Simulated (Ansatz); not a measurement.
Molecule: C4H7O, net charge 0, doublet state. It need not be the lowest isomer of its formula. 
Geometry from a B3LYP-D3(BJ)/def2-TZVP (Ansatz, a quantum-chemistry and plane-wave program) optimisation:
```xyz
12

C     -0.9850    -1.1131    -0.3945
C      0.2101    -0.3069    -0.0407
C      1.5451    -0.9569    -0.0011
C      0.0768     1.0837     0.2594
O     -0.9903     1.6993     0.2498
H     -1.1083    -1.9482     0.3039
H     -1.8839    -0.5006    -0.3811
H     -0.8691    -1.5601    -1.3881
H      1.7950    -1.3967    -0.9733
H      2.3336    -0.2546     0.2714
H      1.5560    -1.7845     0.7173
H      1.0168     1.6093     0.5128
```
Charge 0, spin multiplicity 2.

Total electronic energies in hartree. Cores are frozen in the correlated levels unless marked. UHF or UKS for open shells. Spin-orbit coupling is left out. No relativistic terms. Basis-set limits of correlation are two-point, X^-3; Hartree-Fock from the larger set. The bracket is a focal-point correction in the basis named.

The UHF reference is spin-contaminated (<S^2> 0.15 over the pure value in the largest basis). 

| level | program | energy (Eh) |
|---|---|---|
| HF/STO-3G | Ansatz | -227.50680 |
| HF/6-31G* | Ansatz | -230.38137 |
| HF/cc-pVQZ | Ansatz | -230.48062 |
| PBE-D3(BJ)/def2-TZVPD | Ansatz + dftd3 | … |
| LC-wPBE/def2-TZVPD | Ansatz | … |
| PBE-QIDH/def2-TZVPD | Ansatz | -231.58859 |
| RPA@PBE/cc-pVTZ | Ansatz | -231.85733 |
| SCS-MP2/6-31G | Ansatz | -230.72647 |
| RI-MP2/CBS(cc-pVTZ,cc-pVQZ)+[CCSD(T)-MP2]/cc-pVTZ | Ansatz | -231.5381 |

Fill in the missing entries.


- PBE-D3(BJ)/def2-TZVPD, energy (Eh): -231.62311
- LC-wPBE/def2-TZVPD, energy (Eh): -231.75891
